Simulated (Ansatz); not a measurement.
System: MoH2, charge 0, multiplicity 5. SMILES: [MoH2]

Atoms: Mo1, H2, H3. Bonds: Mo1-H2, Mo1-H3.

Bond lengths (Å) and angles (degrees) optimised at HF/3-21G with Ansatz (an electronic-structure program); HF/6-31G* with LANL2DZ past Ar with Ansatz; PBE/6-31G* with LANL2DZ past Ar with Ansatz; B3LYP/6-31G* with LANL2DZ past Ar with Ansatz, each started from the B3LYP-D3(BJ)/def2-TZVP structure (Ansatz) of the last column. A row stands for all coordinates that are equal there. 6-31G* holds six Cartesian d functions. No wavenumbers were computed at PBE/6-31G* with LANL2DZ past Ar, so these may be saddle points.

```tsv
coordinate	HF/3-21G	HF/6-31G* with LANL2DZ past Ar	PBE/6-31G* with LANL2DZ past Ar	B3LYP/6-31G* with LANL2DZ past Ar	B3LYP-D3(BJ)/def2-TZVP
Mo1-H2	1.808	1.784	1.707	1.711	1.712
H2-Mo1-H3	107.1	107.7	103.2	103.3	108.7
```

Mean signed difference of all 2 bond lengths from B3LYP-D3(BJ)/def2-TZVP: HF/3-21G 0.096 Å, HF/6-31G* with LANL2DZ past Ar 0.072 Å, PBE/6-31G* with LANL2DZ past Ar -0.005 Å, B3LYP/6-31G* with LANL2DZ past Ar -0.001 Å.
